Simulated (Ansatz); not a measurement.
`CC(F)OC(F)F` and `CC(F)OC=N` differ in one atom or group.

Ansatz, PBE0-D4/def2-TZVP geometries, multiplicity 1. Each molecule was computed in one conformer, which needn't be the lowest.

```json
{"property": "size of the dipole moment (PBE/def2-TZVPP) / D", "`CC(F)OC(F)F`": "1.72"}
{"property": "HOMO energy (ωB97M-V/def2-TZVPP) / eV", "`CC(F)OC(F)F`": "-12.18"}
{"property": "HOMO energy (PBE0/def2-TZVPP) / eV", "`CC(F)OC(F)F`": "-9.75"}
{"property": "HOMO–LUMO gap (PBE/def2-TZVPP) / eV", "`CC(F)OC(F)F`": "8.70"}
{"property": "HOMO energy (PBE/def2-TZVPP) / eV", "`CC(F)OC(F)F`": "-7.98"}
{"property": "LUMO energy (PBE/def2-TZVPP) / eV", "`CC(F)OC(F)F`": "0.72"}
```

(1) What does the change do to each property? (An estimate is asked.)

Answers

(1) The calculation gave: 
```json
{"property": "size of the dipole moment (PBE/def2-TZVPP) / D", "`CC(F)OC=N`": "2.01", "shift": "0.29"}
{"property": "HOMO energy (ωB97M-V/def2-TZVPP) / eV", "`CC(F)OC=N`": "-10.62", "shift": "1.56"}
{"property": "HOMO energy (PBE0/def2-TZVPP) / eV", "`CC(F)OC=N`": "-8.21", "shift": "1.54"}
{"property": "HOMO–LUMO gap (PBE/def2-TZVPP) / eV", "`CC(F)OC=N`": "5.75", "shift": "-2.95"}
{"property": "HOMO energy (PBE/def2-TZVPP) / eV", "`CC(F)OC=N`": "-6.64", "shift": "1.34"}
{"property": "LUMO energy (PBE/def2-TZVPP) / eV", "`CC(F)OC=N`": "-0.89", "shift": "-1.61"}
```

With PBE0 the HOMO rises by 1.54 eV and the LUMO falls by 1.29 eV, so the gap narrows by about 2.83 eV. PBE moves the HOMO by 1.34 eV and ωB97M-V by 1.56 eV. Dipoles are sizes alone; their direction can turn.
